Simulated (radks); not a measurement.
Results of a calculation; reference values are marked as such.
The tantalum ion Ta47+, configuration [Ar] 3d8. Code: a radial shooting solver on a logarithmic mesh with Libxc functionals. Model: Dirac Kohn-Sham, exchange-only PBE, spin-unpolarised, spherical densities, finite nucleus; open shells fill j = l - 1/2 first; Fermi nuclear charge, rms radius 5.3507 fm.

Spin-orbit splittings of the eigenvalues, e(l+1/2) - e(l-1/2), with zeta = 2 splitting/(2l+1) and mean radii in bohr:

| shell | occ. | splitting (eV) | zeta (eV) | <r> j=l-1/2 | <r> j=l+1/2 |
|---|---|---|---|---|---|
| 2p | 6 | 1279 | 852.8 | 0.06464 | 0.07240 |
| 3p | 6 | 296.2 | 197.5 | 0.1877 | 0.2007 |
| 3d | 8 | 66.42 | 26.57 | 0.1744 | 0.1784 |
| 4p | 0 | 104.0 | 69.32 | 0.3824 | 0.4001 |
